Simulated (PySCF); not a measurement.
C₂H₄BrCl.

```xyz
8

C     -1.6595    -1.0254     0.2883
C     -0.2136    -0.6504     0.4791
Cl     0.8499    -1.6933    -0.4905
Br     0.0781     1.2274     0.0424
H     -1.9551    -0.8981    -0.7622
H     -1.8041    -2.0788     0.5721
H     -2.3000    -0.3923     0.9190
H      0.1147    -0.7494     1.5201
```
Charge 0, spin multiplicity 1.

Geometry: PBE0-D3(BJ)/def2-SVP.

These are PySCF with PBE/pcSseg-1 values and carry that method's errors. Non-relativistic, no solvent.

Computed absolute GIAO shielding of each atom: isotropic value and principal components (ppm):
```tsv
atom	σ(iso)	σ11	σ22	σ33	span
C1	143.3	115.7	138.7	175.6	59.9
C2	93.8	43.3	114.5	123.6	80.3
Cl3	616.3	331.6	541.5	975.7	644.1
Br4	1745.7	939.5	1419.5	2878.2	1938.7
H5	29.0	26.6	27.6	32.9	6.3
H6	29.3	25.0	26.9	36.1	11.2
H7	29.3	24.7	27.6	35.7	11.0
H8	25.0	19.8	25.3	29.8	10.0
```
